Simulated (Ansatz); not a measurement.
`NC[SiH2]F` + CH₃OH → `CO[SiH2]F` + CH₃NH₂ at 500 K and 1 bar (ligand exchange at the Si–C bond).

Isolated molecules relaxed with PBE0-D4/def2-TZVP in Ansatz; ΔE leaves out vibrations. CCSD(T)/CBS is the MP2 limit (def2-TZVPP, def2-QZVPP) plus CCSD(T) − MP2 in def2-TZVPP, frozen cores. This one scheme is used for every species. One conformer a species, not always the lowest.

```tsv
species	CCSD(T)/CBS energy (Eh)	H − E (kJ/mol)	S (J/(mol·K))
`NC[SiH2]F`	-485.29152	236.4	373.6
CH₃OH	-115.61712	157.0	265.4
`CO[SiH2]F`	-505.20189	202.7	369.3
CH₃NH₂	-95.75281	191.8	270.3
```

H − E and S are ideal-gas, rigid-rotor, harmonic terms from PBE0-D4/def2-TZVP, for one conformer and one mirror image of each species. 1 Eh = 2625.50 kJ/mol, R = 8.31446 J/(mol·K).

By hand: ΔE, ΔH, ΔS and ΔG.

ΔE = (-505.20189) + (-95.75281) − (-485.29152) − (-115.61712) = -0.04606 Eh = -120.9 kJ/mol. Δ(H − E) = 202.7 + 191.8 − 236.4 − 157.0 = 1.1, so ΔH = -119.8 kJ/mol. ΔS = 369.3 + 270.3 − 373.6 − 265.4 = 0.6 J/(mol·K). ΔG = -119.8 − 500 × (0.6)/1000 = -120.1 kJ/mol.

By hand: the equilibrium constant, and the temperature at which ΔG would vanish if ΔH and ΔS stayed fixed.

log₁₀ K = −ΔG/(RT ln 10) = 12.5. ΔH and −TΔS have one sign here, so there is no such temperature.

The number of gas molecules stays the same, so ΔS is small and ΔH decides. A doubt of 5 kJ/mol in ΔE shifts log₁₀ K by 0.5 here. Other conformers and mirror images would add mixing entropy, several J/(mol·K) or more a flexible species. These are equilibria of isolated gas molecules and say nothing of rates. Largest T1 diagnostic: 0.011 (customary marks: 0.02 for closed shells, 0.045 for open ones).

ΔS is within the doubt of such terms, so its sign, and with it that verdict, could turn.
